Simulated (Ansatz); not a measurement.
Geometry optimisation, UKS PBE/def2-SVP (Ansatz).

The input (input.yaml):

```yaml
crystal:
  periodic: [false, false, false]
  atoms:
    - { symbol: Ge, position_ang: [-0.051361, -0.045628, -0.24983] }
    - { symbol: Cl, position_ang: [-0.080539, 0.205068, 3.155136] }
    - { symbol: O, position_ang: [1.60167, -0.009956, -0.950336] }
    - { symbol: H, position_ang: [2.102135, -0.804775, -0.680139] }
    - { symbol: O, position_ang: [-0.787332, 1.374381, -1.068926] }
    - { symbol: H, position_ang: [-1.753728, 1.383336, -0.922286] }
    - { symbol: Cl, position_ang: [-1.112104, -1.911812, -0.843747] }
    - { symbol: O, position_ang: [0.149346, -0.24442, 4.733852] }
    - { symbol: H, position_ang: [-0.598687, -0.852994, 4.917376] }
magnetization:
  spin_polarized: true
  initial_magnetization: 1
basis:
  gaussian: { orbitals: def2-SVP }
hamiltonian:
  xc: pbe
relax:
  f_tol: 0.03
  max_steps: 50
```

Run as:

```bash
$ ansatz run input.yaml --threads 4 --pin off --max-ram 5120MiB --backend cpu --events-out ev --progress --plain --runs-dir out
```

Problem. Where does it end, and by what steps?

Solution. It converged. After 27 steps the energy has fallen by 2.004 eV; O8 moved furthest, 2.34 Å. Parted: Cl2–O8 (1.66 → 2.40 Å). Joined: Ge1–Cl2 (3.41 → 2.41 Å), Ge1–O8 (4.99 → 2.00 Å).

```tsv
step	energy less start (eV)	largest force component (eV/Å)	accepted
0	0.0000	2.086	yes
1	-0.1049	1.636	yes
2	-0.2206	1.404	yes
3	-0.3994	1.662	yes
4	-0.6175	1.953	yes
5	-0.9047	1.644	yes
6	-1.1612	1.348	yes
7	-1.2870	0.269	yes
8	-1.3087	0.115	yes
9	-1.3211	0.076	yes
10	-1.3348	0.223	yes
11	-1.3503	0.428	yes
12	-1.3732	0.601	yes
13	-1.4097	0.534	yes
14	-1.4510	0.478	yes
15	-1.5065	0.314	yes
16	-1.5715	0.302	yes
17	-1.6494	0.337	yes
18	-1.7347	0.356	yes
19	-1.8119	0.385	yes
20	-1.8693	0.768	yes
21	-1.8873	1.527	yes
22	-1.9570	0.487	yes
23	-1.9732	0.654	yes
24	-1.9781	0.635	yes
25	-2.0024	0.162	yes
26	-2.0016	0.198	no
27	-2.0038	0.024	yes
```

```xyz
9
Properties=species:S:1:pos:R:3
Ge -0.063 -0.058 0.605
Cl -0.529 1.558 2.324
O 1.594 -0.285 0.023
H 2.115 -0.707 0.733
O -0.657 0.987 -0.715
H -1.633 0.977 -0.724
Cl -1.524 -1.717 0.563
O 0.480 -0.611 2.449
H -0.315 -1.051 2.834
```

Whether the end is a true minimum wasn't checked by a vibrational analysis.

Time of the run: 2.4 min on 4 threads of AMD EPYC 7R43 64-Core Processor (Zen 3), on a shared host, peak memory 0.26 GiB.
